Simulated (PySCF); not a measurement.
Radial density of Mn⁺ (manganese, charge +1)

M06-2X, [Ar] 3d5 4s1, high-spin 7S determinant. All numbers are calculated (PySCF 2.14, scalar relativity by spin-free X2C-1e, in ANO-RCC-VTZP (6s5p3d2f1g, 59 functions)).

```json
{"r (bohr)": "0.00108", "4πr²ρ (e/bohr)": "0.2153", "4πr²(ρα − ρβ)": "0.0001"}
{"r (bohr)": "0.00182", "4πr²ρ (e/bohr)": "0.5450", "4πr²(ρα − ρβ)": "0.0002"}
{"r (bohr)": "0.00306", "4πr²ρ (e/bohr)": "1.351", "4πr²(ρα − ρβ)": "0.0006"}
{"r (bohr)": "0.00515", "4πr²ρ (e/bohr)": "3.228", "4πr²(ρα − ρβ)": "0.0014"}
{"r (bohr)": "0.00867", "4πr²ρ (e/bohr)": "7.256", "4πr²(ρα − ρβ)": "0.0032"}
{"r (bohr)": "0.0146", "4πr²ρ (e/bohr)": "14.63", "4πr²(ρα − ρβ)": "0.0063"}
{"r (bohr)": "0.0245", "4πr²ρ (e/bohr)": "24.46", "4πr²(ρα − ρβ)": "0.0095"}
{"r (bohr)": "0.0413", "4πr²ρ (e/bohr)": "30.10", "4πr²(ρα − ρβ)": "0.0080"}
{"r (bohr)": "0.0694", "4πr²ρ (e/bohr)": "25.40", "4πr²(ρα − ρβ)": "0.0015"}
{"r (bohr)": "0.117", "4πr²ρ (e/bohr)": "24.83", "4πr²(ρα − ρβ)": "0.0377"}
{"r (bohr)": "0.196", "4πr²ρ (e/bohr)": "33.24", "4πr²(ρα − ρβ)": "0.2988"}
{"r (bohr)": "0.330", "4πr²ρ (e/bohr)": "18.71", "4πr²(ρα − ρβ)": "1.3890"}
{"r (bohr)": "0.555", "4πr²ρ (e/bohr)": "12.75", "4πr²(ρα − ρβ)": "3.7035"}
{"r (bohr)": "0.934", "4πr²ρ (e/bohr)": "12.79", "4πr²(ρα − ρβ)": "3.9775"}
{"r (bohr)": "1.57", "4πr²ρ (e/bohr)": "3.335", "4πr²(ρα − ρβ)": "1.8780"}
{"r (bohr)": "2.64", "4πr²ρ (e/bohr)": "0.7128", "4πr²(ρα − ρβ)": "0.6819"}
{"r (bohr)": "4.45", "4πr²ρ (e/bohr)": "0.1072", "4πr²(ρα − ρβ)": "0.1072"}
{"r (bohr)": "7.48", "4πr²ρ (e/bohr)": "0.001377", "4πr²(ρα − ρβ)": "0.0014"}
```

Densities and radii are taken from the X2C orbitals without a picture-change correction, which distorts them close to the nucleus.
